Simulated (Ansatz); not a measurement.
Start from `C[CH2][Al]([Cl])[Cl]` and change one atom or group to get `[F][Al]([Cl])[Cl]`.

Ansatz, PBE0-D4/def2-TZVP geometries, multiplicity 1. Each molecule was computed in one conformer, which needn't be the lowest.

| property | `C[CH2][Al]([Cl])[Cl]` |
| --- | --- |
| HOMO–LUMO gap (ωB97M-V/def2-TZVPP) / eV | 11.28 |
| HOMO energy (B3LYP/def2-TZVPP) / eV | -8.09 |
| HOMO energy (PBE0/def2-TZVPP) / eV | -8.31 |
| HOMO–LUMO gap (PBE0/def2-TZVPP) / eV | 7.44 |
| LUMO energy (PBE0/def2-TZVPP) / eV | -0.87 |
| LUMO energy (B3LYP/def2-TZVPP) / eV | -1.07 |

**Question.** What does the change do to each property? (Best estimate.)

**Answer.** The calculation gave: 
```json
{"property": "HOMO–LUMO gap (ωB97M-V/def2-TZVPP) / eV", "`[F][Al]([Cl])[Cl]`": "12.30", "shift": "1.02"}
{"property": "HOMO energy (B3LYP/def2-TZVPP) / eV", "`[F][Al]([Cl])[Cl]`": "-9.33", "shift": "-1.24"}
{"property": "HOMO energy (PBE0/def2-TZVPP) / eV", "`[F][Al]([Cl])[Cl]`": "-9.63", "shift": "-1.32"}
{"property": "HOMO–LUMO gap (PBE0/def2-TZVPP) / eV", "`[F][Al]([Cl])[Cl]`": "8.32", "shift": "0.88"}
{"property": "LUMO energy (PBE0/def2-TZVPP) / eV", "`[F][Al]([Cl])[Cl]`": "-1.31", "shift": "-0.44"}
{"property": "LUMO energy (B3LYP/def2-TZVPP) / eV", "`[F][Al]([Cl])[Cl]`": "-1.61", "shift": "-0.54"}
```

With PBE0 the HOMO falls by 1.32 eV and the LUMO falls by 0.44 eV, so the gap widens by about 0.88 eV. PBE moves the HOMO by -1.14 eV and ωB97M-V by -1.39 eV. The zero-point energy changes by -163.1 kJ/mol with -18 modes.

B3LYP here is the variant with VWN-RPA as its local correlation; programs differ in this.
